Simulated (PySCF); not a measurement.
All values are calculated (PySCF): PBE0/pcSseg-1 with gauge-including orbitals, geometry from GFN2-xTB. Single conformer, fast rotation and ring inversion assumed for equivalent nuclei, relativity neglected, gas phase.

Scale: 1H, 13C against TMS (reference shieldings calculated alike). Shifts are as computed. Against solution values, carbons near 30 ppm lie about +3 ppm off and those near 130 ppm about +5 ppm; carbons on Cl a further +6 ppm. Of 1211 compounds with measured shifts, 218 miss one by over three times the rms of a fit or turn the order of signals round; such compounds aren't used in these exercises. Carbons bonded to Cl come out too deshielded.

Question: Order these molecules by the shift of their most shielded carbon-bound hydrogen, lowest δ first.
A. COC/C=N/C(C)=O
B. C#CC(C)C
C. Cc1cccc(F)c1Cl

Answer: B (1.23 ppm, hydrogen on a methyl carbon), A (2.14 ppm, hydrogen on a methyl carbon α to a carbonyl), C (2.52 ppm, hydrogen on a methyl carbon on an aromatic ring).

Question: How many 13C and 1H signals does each give (equivalence by symmetry and fast rotation, but not about amide C–N or C=N bonds)? `Cc1cccc(F)c1Cl`, `Cc1ccc(F)cc1Cl`, `C#CC(C)C`, `COC/C=N/C(C)=O`

Answer: Cc1cccc(F)c1Cl: 7 C, 4 H; Cc1ccc(F)cc1Cl: 7 C, 4 H; C#CC(C)C: 4 C, 3 H; COC/C=N/C(C)=O: 5 C, 4 H.
